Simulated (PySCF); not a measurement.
Al(F)(Br)(OMe) (CH3AlBrFO), SMILES [F][Al]([Br])[O]C.

Geometry: PBE-D3(BJ)/def2-SVP. One conformer was computed; it need not be the lowest.

Calculation: PBE-D3(BJ)/def2-SVP in PySCF.

Frequencies are harmonic and unscaled.

Computed normal modes with their intensities:
```json
[
 {"mode": "1", "ν (cm⁻¹)": "72", "IR (km/mol)": "3.0", "moving atoms (share of kinetic energy)": "C 46 %, H 22 %, Br 20 %"},
 {"mode": "2", "ν (cm⁻¹)": "85", "IR (km/mol)": "0.0", "moving atoms (share of kinetic energy)": "H 98 %"},
 {"mode": "3", "ν (cm⁻¹)": "100", "IR (km/mol)": "1.1", "moving atoms (share of kinetic energy)": "O 46 %, H 19 %, C 17 %, F 14 %"},
 {"mode": "4", "ν (cm⁻¹)": "180", "IR (km/mol)": "9.4", "moving atoms (share of kinetic energy)": "F 64 %, Br 13 %, Al 11 %"},
 {"mode": "5", "ν (cm⁻¹)": "234", "IR (km/mol)": "60.1", "moving atoms (share of kinetic energy)": "Al 69 %, O 16 %, F 12 %"},
 {"mode": "6", "ν (cm⁻¹)": "239", "IR (km/mol)": "17.7", "moving atoms (share of kinetic energy)": "O 56 %, Br 11 %, F 10 %"},
 {"mode": "7", "ν (cm⁻¹)": "382", "IR (km/mol)": "42.2", "moving atoms (share of kinetic energy)": "Al 37 %, Br 24 %, F 20 %, O 10 %"},
 {"mode": "8", "ν (cm⁻¹)": "712", "IR (km/mol)": "134.8", "moving atoms (share of kinetic energy)": "Al 45 %, O 21 %, C 17 %, F 10 %"},
 {"mode": "9", "ν (cm⁻¹)": "896", "IR (km/mol)": "70.2", "moving atoms (share of kinetic energy)": "Al 49 %, F 43 %"},
 {"mode": "10", "ν (cm⁻¹)": "1139", "IR (km/mol)": "48.2", "moving atoms (share of kinetic energy)": "H 66 %, C 23 %, O 11 %"},
 {"mode": "11", "ν (cm⁻¹)": "1145", "IR (km/mol)": "0.1", "moving atoms (share of kinetic energy)": "H 77 %, C 19 %"},
 {"mode": "12", "ν (cm⁻¹)": "1205", "IR (km/mol)": "261.3", "moving atoms (share of kinetic energy)": "O 54 %, C 31 %, H 11 %"},
 {"mode": "13", "ν (cm⁻¹)": "1422", "IR (km/mol)": "1.2", "moving atoms (share of kinetic energy)": "H 97 %"},
 {"mode": "14", "ν (cm⁻¹)": "1425", "IR (km/mol)": "1.3", "moving atoms (share of kinetic energy)": "H 95 %"},
 {"mode": "15", "ν (cm⁻¹)": "1431", "IR (km/mol)": "12.7", "moving atoms (share of kinetic energy)": "H 89 %, C 9 %"},
 {"mode": "16", "ν (cm⁻¹)": "2922", "IR (km/mol)": "81.4", "moving atoms (share of kinetic energy)": "H 97 %"},
 {"mode": "17", "ν (cm⁻¹)": "3002", "IR (km/mol)": "36.2", "moving atoms (share of kinetic energy)": "H 90 %, C 10 %"},
 {"mode": "18", "ν (cm⁻¹)": "3014", "IR (km/mol)": "29.1", "moving atoms (share of kinetic energy)": "H 90 %, C 10 %"}
]
```
